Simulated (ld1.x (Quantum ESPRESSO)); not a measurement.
**Building the RRKJ potential for Sb (Z = 51) (PBEsol, scalar-relativistic).**

| Item | Value |
| --- | --- |
| Element | Sb (Z = 51) |
| Generator | ld1.x (Quantum ESPRESSO) 7.5 |
| Type | norm-conserving RRKJ (Kleinman–Bylander form) |
| Functional | PBEsol |
| Relativity | scalar-relativistic |
| Frozen core | [Kr] |
| Valence charge | 15 |
| Reference configuration | 4d10 5s2 5p3 |
| Partial waves | 5p (bound): rc 1.85 bohr; 4d (bound): rc 1.65 bohr; 5s (bound): rc 1.75 bohr |
| Local potential | the s channel |
| Core correction | a·sin(br)/r model core inside 1.50 bohr |
| rho0 | 0.001 |

- Cutoffs needed: 70 Ry and 90 Ry (the cutoffs (Ry, on a coarse ladder) from which the occupation-weighted sum of valence levels, in a spherical-Bessel basis at the reference potential, stays within 10 and 1 mRy of its value at 400 Ry)
- Ghost test: no extra level below or beside the all-electron valence levels (p, d, s, f tested) (spherical-Bessel basis up to 400 Ry, 20 bohr box)
- Largest excitation error: -212 meV (all-electron minus pseudo) for 4d9 5s2 5p3, out of 7 test configurations
